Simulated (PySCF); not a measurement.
B3H6N3, SMILES B1NBNBN1.

The structure is a stationary point at B3LYP-D3(BJ)/def2-SVP.

Method: TDA-PBE0/def2-SVPD (PySCF).

Vertical excitations; the highest root listed may be one member of a degenerate set. Gas-phase values at a fixed geometry. State labels are in the subgroup C2v.

Task: List the lowest excited states. (An estimate is asked for; the answer gives what the named calculation found.)

Result: 
```json
[
 {"state": "S1", "symmetry": "B1", "energy (eV)": "6.81", "λ (nm)": "182", "f": "0.000", "main pairs": "HOMO→LUMO+1 50 %, HOMO−1→LUMO 50 %"},
 {"state": "S2", "symmetry": "A2", "energy (eV)": "7.47", "λ (nm)": "166", "f": "0.000", "main pairs": "HOMO→LUMO+2 (degenerate set)"},
 {"state": "S3", "symmetry": "B2", "energy (eV)": "7.47", "λ (nm)": "166", "f": "0.000", "main pairs": "HOMO−1→LUMO+2 (degenerate set)"},
 {"state": "S4", "symmetry": "A1", "energy (eV)": "7.56", "λ (nm)": "164", "f": "0.000", "main pairs": "HOMO→LUMO 49 %, HOMO−1→LUMO+1 49 %"},
 {"state": "S5", "symmetry": "B2", "energy (eV)": "7.78", "λ (nm)": "159", "f": "0.040", "main pairs": "HOMO−2→LUMO+1 49 %, HOMO−3→LUMO 49 %"},
 {"state": "S6", "symmetry": "A1", "energy (eV)": "7.95", "λ (nm)": "156", "f": "0.474", "main pairs": "HOMO−1→LUMO+1, HOMO→LUMO (degenerate set)"},
 {"state": "S7", "symmetry": "B1", "energy (eV)": "7.95", "λ (nm)": "156", "f": "0.474", "main pairs": "HOMO−1→LUMO, HOMO→LUMO+1 (degenerate set)"},
 {"state": "S8", "symmetry": "B2", "energy (eV)": "7.97", "λ (nm)": "156", "f": "0.000", "main pairs": "HOMO−3→LUMO, HOMO−2→LUMO+1 (degenerate set)"},
 {"state": "S9", "symmetry": "A2", "energy (eV)": "7.97", "λ (nm)": "156", "f": "0.000", "main pairs": "HOMO−2→LUMO, HOMO−3→LUMO+1 (degenerate set)"},
 {"state": "S10", "symmetry": "B2", "energy (eV)": "8.08", "λ (nm)": "153", "f": "0.094", "main pairs": "HOMO→LUMO+4 47 %, HOMO−1→LUMO+3 47 %"},
 {"state": "T1", "symmetry": "A1", "energy (eV)": "6.21", "λ (nm)": "200", "f": "0", "main pairs": "HOMO→LUMO 48 %, HOMO−1→LUMO+1 48 %"},
 {"state": "T2", "symmetry": "A1", "energy (eV)": "6.40", "λ (nm)": "194", "f": "0", "main pairs": "HOMO−1→LUMO+1, HOMO→LUMO (degenerate set)"},
 {"state": "T3", "symmetry": "B1", "energy (eV)": "6.40", "λ (nm)": "194", "f": "0", "main pairs": "HOMO→LUMO+1, HOMO−1→LUMO (degenerate set)"},
 {"state": "T4", "symmetry": "B1", "energy (eV)": "6.51", "λ (nm)": "190", "f": "0", "main pairs": "HOMO−1→LUMO 50 %, HOMO→LUMO+1 50 %"}
]
```
Triplets are in the Tamm–Dancoff approximation.
